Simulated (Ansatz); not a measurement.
Molecular dynamics of GaH₆NOSi

Input:

```yaml
crystal:
  periodic: [false, false, false]
  atoms:
    - { symbol: "N", position_ang: [-1.099557, 1.123052, -1.483094] }
    - { symbol: Ga, position_ang: [0.481861, 1.048155, -0.632585] }
    - { symbol: O, position_ang: [0.377597, 0.12782, 0.938075] }
    - { symbol: Si, position_ang: [0.51077, -1.612288, 1.598964] }
    - { symbol: H, position_ang: [-1.255635, 1.568007, -2.380737] }
    - { symbol: H, position_ang: [-1.947183, 0.702806, -1.11604] }
    - { symbol: H, position_ang: [1.818779, 1.681542, -1.066314] }
    - { symbol: H, position_ang: [-0.902648, -2.008344, 1.947178] }
    - { symbol: H, position_ang: [0.78286, -2.466522, 0.381401] }
    - { symbol: H, position_ang: [1.233146, -0.164216, 1.813152] }
basis:
  gaussian: { orbitals: def2-SVP }
hamiltonian:
  xc: r2scan
  dispersion: d4
md:
  timestep: 0.5
  n_steps: 187
  ensemble: nve
  temperature: 100.0
  initial_velocities: maxwell_boltzmann
  seed: 11132
```

Launched with:

```bash
$ ansatz run input.yaml --threads 2 --pin off --max-ram 3072MiB --backend cpu --events-out ev --progress --plain --runs-dir out
```

It starts at the highest image of a converged band. Of that band: Neighbouring images differ by up to 2.0 eV, so the band resolves the path poorly. A vibrational analysis at the climbing image gives one clearly imaginary mode, 1432i cm⁻¹, and a faint second one (33i cm⁻¹) that may be numerical noise or a soft torsion: probably a first-order saddle point.

Output, in part (step lines, the closing report, with atoms numbered from 0):

```
md step     0: t =     0.00 fs  T =   100.0 K  F+E_penalty+E_count = -63874.53671548 eV  E_kin = 0.103408 eV  conserved = -63874.43330748 eV  (28 SCF iters)
md step     1: t =     0.50 fs  T =    99.7 K  F+E_penalty+E_count = -63874.53634400 eV  E_kin = 0.103047 eV  conserved = -63874.43329712 eV  (32 SCF iters)
md step     2: t =     1.00 fs  T =    98.1 K  F+E_penalty+E_count = -63874.53469022 eV  E_kin = 0.101424 eV  conserved = -63874.43326602 eV  (32 SCF iters)
md step     3: t =     1.50 fs  T =    95.8 K  F+E_penalty+E_count = -63874.53224725 eV  E_kin = 0.099025 eV  conserved = -63874.43322234 eV  (32 SCF iters)
md step     4: t =     2.00 fs  T =    93.4 K  F+E_penalty+E_count = -63874.52971104 eV  E_kin = 0.096536 eV  conserved = -63874.43317484 eV  (32 SCF iters)
md step     5: t =     2.50 fs  T =    91.6 K  F+E_penalty+E_count = -63874.52783507 eV  E_kin = 0.094704 eV  conserved = -63874.43313111 eV  (32 SCF iters)
md step     6: t =     3.00 fs  T =    91.1 K  F+E_penalty+E_count = -63874.52731522 eV  E_kin = 0.094221 eV  conserved = -63874.43309388 eV  (32 SCF iters)
md step     7: t =     3.50 fs  T =    92.5 K  F+E_penalty+E_count = -63874.52874918 eV  E_kin = 0.095689 eV  conserved = -63874.43306028 eV  (32 SCF iters)
[... lines left out ...]
Total energy: -63877.00078721 eV, -2347.4364815439 hartree
Atom 0 at    -1.108511     1.131412    -1.512100 Å, force     0.629197    -0.149722     0.557944 eV/Å
Atom 1 at     0.462943     1.081601    -0.628639 Å, force     0.111986    -0.750422     0.586949 eV/Å
Atom 2 at     0.512088    -0.096141     0.786745 Å, force     0.064091     0.096887    -0.407439 eV/Å
Atom 3 at     0.477305    -1.511184     1.615640 Å, force     0.253849    -2.188939     1.921431 eV/Å
Atom 4 at    -1.232449     1.684549    -2.351938 Å, force    -0.414961    -0.105065     0.101979 eV/Å
Atom 5 at    -1.905626     0.646018    -1.110158 Å, force    -0.168956     0.202377    -0.464720 eV/Å
Atom 6 at     1.781890     1.810251    -0.930322 Å, force     0.010842     0.076374    -0.007560 eV/Å
Atom 7 at    -0.906314    -1.868842     2.233751 Å, force     0.666134     0.766940    -0.210067 eV/Å
Atom 8 at     0.633664    -2.881830     0.871623 Å, force     0.283472     1.189019    -0.125985 eV/Å
Atom 9 at     1.588893    -1.768740     2.933113 Å, force    -1.435652     0.862551    -1.952533 eV/Å
Dipole moment:    -0.246641     0.504656    -0.592354 e Å
```

The steps, from the saved trajectory:

```csv
time (fs),T (K),potential energy less start (eV),conserved less start (meV/atom)
0.0,100,0.000,0.00
3.0,91,0.009,0.02
6.0,152,-0.053,0.06
9.0,520,-0.433,0.12
12.0,1491,-1.439,-0.02
15.0,2512,-2.497,-0.34
18.0,2493,-2.477,-0.24
21.0,1805,-1.764,-0.08
24.0,1132,-1.067,-0.01
27.0,852,-0.777,0.06
30.0,1197,-1.136,-0.16
33.0,1255,-1.195,-0.08
36.0,1634,-1.591,-0.50
39.0,1393,-1.338,-0.11
42.0,1005,-0.936,-0.01
45.0,1417,-1.362,0.07
48.0,2563,-2.552,-0.50
51.0,2025,-1.994,-0.41
54.0,1477,-1.428,-0.40
57.0,1363,-1.309,-0.26
60.0,661,-0.579,0.11
63.0,1066,-1.000,-0.10
66.0,1902,-1.866,-0.24
69.0,2052,-2.022,-0.32
72.0,1979,-1.943,0.02
75.0,2273,-2.251,-0.40
78.0,1392,-1.337,-0.05
81.0,641,-0.558,0.08
84.0,732,-0.655,-0.16
87.0,1012,-0.940,0.24
90.0,2365,-2.348,-0.53
93.0,2555,-2.541,-0.24
```

The run went to its last step. The conserved energy stayed within 0.82 meV per atom of its start (net change -0.2 meV per atom), so the integration is sound. The system heated up, since it started high on the potential surface and ran downhill. A run of 0.093 ps of so small a system gives no equilibrium averages. The orbitals stay closed-shell, which can raise the energy where a bond breaks towards radicals; this wasn't checked here.

The step under study would form O3–H10 and break Si4–H10. These pairs go: O3–H10 1.26 → 2.93 Å, Si4–H10 1.63 → 1.74 Å. In the last frame they stand as before the step (other bonds may differ from the relaxed reactants and products). These pairs come and go: their bonding changes 8 times, last at 80 of 94 fs, so the outcome isn't settled. It ends as one piece, GaH6NOSi. Pairs count as bonded within 1.25 times the sum of covalent radii (0.12 Å more for H–H).

Last frame:

```xyz
10
Properties=species:S:1:pos:R:3
N -1.109 1.131 -1.512
Ga 0.463 1.082 -0.629
O 0.512 -0.096 0.787
Si 0.477 -1.511 1.616
H -1.232 1.685 -2.352
H -1.906 0.646 -1.110
H 1.782 1.810 -0.930
H -0.906 -1.869 2.234
H 0.634 -2.882 0.872
H 1.589 -1.769 2.933
```

Run time: 13 min on 2 threads of Arm Neoverse V1 (shared host), peak memory 0.17 GiB.
